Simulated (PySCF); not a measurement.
## Calculated data, AlFHO₂, CH₂BFSi, CH₄AlN, CH₄AlBCl and others

Calculation on a computer-drawn molecule: the log of a Hartree-Fock and frozen-core CCSD(T) single point meant for a local Hartree-Fock minimum, with one planted fault or none, to be diagnosed. Offsets are logged minus clean, where the clean run is the same molecule without the fault. The reference is restricted for singlets and unrestricted otherwise, and also for a bond in bohr or an excited solution. Adding or removing an electron swaps singlet and doublet. The excited solution moves the top pair (singlet) or top alpha electron (doublet) to the lowest empty orbital. Highest occupied and lowest empty are orbital energies over both spins, largest force is the largest gradient component, triples share is (T) over the correlation energy, the T1 limit is 0.02 restricted and 0.045 unrestricted, electrons count all cores, a negative frequency is imaginary (commonest isotopes), and the dipole is about the centre of nuclear charge. Program: PySCF 2.14.0.

Common to all runs: meant multiplicity 1; logged SCF converged yes; logged CC converged yes; logged SCF stable within its kind yes; possible faults no fault, one electron removed, one electron added, multiplicity raised by two, geometry at a saddle point, SCF held on an excited solution, minimal basis STO-3G, one bond length entered in bohr, all coordinates scaled.

(1) AlFHO₂

Logged structure:
```xyz
5
AlFHO2
O      0.6741     0.6708    -2.2968
Al    -0.3272     0.4784    -1.0439
O     -1.9362    -0.1869    -1.0842
F     -0.0660     0.8649     0.5700
H     -2.2018    -0.4459    -1.9493
```

| Quantity | Value |
| --- | --- |
| meant charge | -1 |
| meant basis | aug-cc-pV(D+d)Z |
| logged electrons | 39 |
| logged basis functions | 110 |
| logged spin squared | 0.7561 |
| logged highest occupied | -13.887 eV |
| logged lowest empty | 0.094319 eV |
| logged largest force | 0.10259 hartree/bohr |
| logged T1 diagnostic | 0.016886 |
| logged D1 diagnostic | 0.051877 |
| logged triples share | 0.024265 |
| logged dipole magnitude | 2.5628 debye |
| logged energy HF | -491.83157 hartree |
| logged energy CCSD(T) | -492.48342 hartree |
| planted fault | one electron removed |
| HF energy offset from clean run | 37.63 kcal/mol |
| CCSD(T) energy offset from clean run | 81.02 kcal/mol |

Drawn bonds:
```csv
atom,other atom,order
1,2,1
2,3,1
2,4,1
3,5,1
```

(2) CH₂BFSi

Logged structure:
```xyz
6
CH2BFSi
F     -0.9761    -2.3337     1.8163
B     -0.2792    -1.6132     0.9187
C      0.3929    -0.7977    -0.1055
Si    -0.9285     0.0334    -1.2714
H      1.5281    -0.6844    -0.1836
H      0.0976     0.8108    -2.2233
```

| Quantity | Value |
| --- | --- |
| meant charge | 0 |
| meant basis | cc-pV(D+d)Z |
| logged electrons | 36 |
| logged basis functions | 75 |
| logged spin squared | 0 |
| logged highest occupied | -8.7201 eV |
| logged lowest empty | 1.0973 eV |
| logged largest force | 0.041653 hartree/bohr |
| logged T1 diagnostic | 0.018176 |
| logged D1 diagnostic | 0.053239 |
| logged triples share | 0.034278 |
| logged dipole magnitude | 1.7946 debye |
| logged energy HF | -452.03741 hartree |
| logged energy CCSD(T) | -452.56863 hartree |
| planted fault | all coordinates scaled, by +5.6 % |
| HF energy offset from clean run | 11.12 kcal/mol |
| CCSD(T) energy offset from clean run | 5.553 kcal/mol |

Drawn bonds:
```csv
atom,other atom,order
1,2,1
2,3,2
3,4,1
3,5,1
4,6,1
```

(3) CH₄AlN

Logged structure:
```xyz
7
CH4AlN
C     -2.9320    -0.3556     1.1916
N     -1.6188    -0.5463     0.6970
Al    -0.1399    -0.7610     0.1402
H     -2.9727    -0.4145     2.2864
H     -3.3394     0.6239     0.9123
H     -3.6304    -1.1097     0.8082
H      1.2992    -0.9701    -0.4016
```

| Quantity | Value |
| --- | --- |
| meant charge | 0 |
| meant basis | cc-pV(D+d)Z |
| logged electrons | 30 |
| logged basis functions | 71 |
| logged spin squared | 0 |
| logged highest occupied | -8.5804 eV |
| logged lowest empty | 2.2466 eV |
| logged largest force | 2.128e-05 hartree/bohr |
| logged lowest frequency | 213.9 cm⁻¹ |
| logged T1 diagnostic | 0.024415 |
| logged D1 diagnostic | 0.065059 |
| logged triples share | 0.035913 |
| logged dipole magnitude | 2.6941 debye |
| logged energy HF | -336.49866 hartree |
| logged energy CCSD(T) | -336.92449 hartree |
| planted fault | no fault |
| HF energy offset from clean run | 0 kcal/mol |
| CCSD(T) energy offset from clean run | 0 kcal/mol |

Drawn bonds:
```csv
atom,other atom,order
1,2,1
2,3,2
1,4,1
1,5,1
1,6,1
3,7,1
```

Notes: T1 above single-reference limit.

(4) CH₄AlBCl

Logged structure:
```xyz
8
CH4AlBCl
C      2.4804     1.4185     0.6515
Al     0.8452     0.7886    -0.4321
B     -0.8440    -0.2618     0.9620
Cl    -2.0643    -1.0156     1.9456
H      2.9946     0.5262     1.2013
H      3.2707     1.9153    -0.0455
H      2.1757     2.1987     1.4647
H      0.2770     0.7570    -1.9905
```

| Quantity | Value |
| --- | --- |
| meant charge | 1 |
| meant basis | cc-pV(D+d)Z |
| logged electrons | 44 |
| logged basis functions | 94 |
| logged spin squared | 0 |
| logged highest occupied | -15.814 eV |
| logged lowest empty | -4.9682 eV |
| logged largest force | 0.041474 hartree/bohr |
| logged T1 diagnostic | 0.017682 |
| logged D1 diagnostic | 0.047785 |
| logged triples share | 0.032802 |
| logged dipole magnitude | 0.96542 debye |
| logged energy HF | -766.03181 hartree |
| logged energy CCSD(T) | -766.50577 hartree |
| planted fault | all coordinates scaled, by +6.6 % |
| HF energy offset from clean run | 15.88 kcal/mol |
| CCSD(T) energy offset from clean run | 12 kcal/mol |

Drawn bonds:
```csv
atom,other atom,order
1,2,1
2,3,1
3,4,1
1,5,1
1,6,1
1,7,1
2,8,1
```

(5) B₃FH₅

Logged structure:
```xyz
9
B3FH5
B     -1.8559     1.3539    -0.1014
B     -0.8170     0.7069     1.0342
B     -0.6214    -1.0184     1.2039
F     -1.4498    -1.8073     0.2621
H     -3.0303     1.5590     0.1232
H     -1.5161     1.5964    -1.2405
H     -0.1681     1.4283     1.7745
H      0.5827    -1.2956     1.0159
H     -0.9263    -1.3330     2.3745
```

| Quantity | Value |
| --- | --- |
| meant charge | -1 |
| meant basis | aug-cc-pVDZ |
| logged electrons | 30 |
| logged basis functions | 137 |
| logged spin squared | 2.0228 |
| logged highest occupied | -1.0107 eV |
| logged lowest empty | 3.6415 eV |
| logged largest force | 0.086891 hartree/bohr |
| logged T1 diagnostic | 0.021466 |
| logged D1 diagnostic | 0.090665 |
| logged triples share | 0.030874 |
| logged dipole magnitude | 4.1806 debye |
| logged energy HF | -176.30346 hartree |
| logged energy CCSD(T) | -176.86127 hartree |
| planted fault | multiplicity raised by two |
| HF energy offset from clean run | 65.79 kcal/mol |
| CCSD(T) energy offset from clean run | 68.19 kcal/mol |

Drawn bonds:
```csv
atom,other atom,order
1,2,1
2,3,1
3,4,1
1,5,1
1,6,1
2,7,1
3,8,1
3,9,1
```

(6) BH₈NSi₂

Logged structure:
```xyz
12
BH8NSi2
Si     1.8802    -1.9172    -1.2990
B     -0.0666    -2.0394    -0.3071
N     -1.4029    -1.9542    -0.9851
Si    -1.8355    -1.7291    -2.7919
H      2.7062    -0.7024    -0.7005
H      1.8052    -1.7210    -2.8716
H      2.7041    -3.2433    -1.0175
H     -0.0603    -2.1984     0.9706
H     -2.2495    -2.0349    -0.3329
H     -1.2694    -2.9118    -3.6669
H     -3.4114    -1.7178    -2.8755
H     -1.2681    -0.3685    -3.3504
```

| Property | Result |
| --- | --- |
| meant charge | 0 |
| meant basis | cc-pV(D+d)Z |
| logged electrons | 48 |
| logged basis functions | 114 |
| logged spin squared | 0 |
| logged highest occupied | -10.549 eV |
| logged lowest empty | 2.4355 eV |
| logged largest force | 0.042185 hartree/bohr |
| logged T1 diagnostic | 0.016127 |
| logged D1 diagnostic | 0.060653 |
| logged triples share | 0.02958 |
| logged dipole magnitude | 1.9608 debye |
| logged energy HF | -661.66708 hartree |
| logged energy CCSD(T) | -662.22069 hartree |
| planted fault | ? |

Drawn bonds:
```csv
atom,other atom,order
1,2,1
2,3,1
3,4,1
1,5,1
1,6,1
1,7,1
2,8,1
3,9,1
4,10,1
4,11,1
4,12,1
```

Q: Which fault was planted in the run of BH₈NSi₂ (entry 6)?
A: all coordinates scaled, by +6.7 %

Further results for BH₈NSi₂ (entry 6):

| Property | Result |
| --- | --- |
| HF energy offset from clean run | 26.65 kcal/mol |
| CCSD(T) energy offset from clean run | 20.18 kcal/mol |
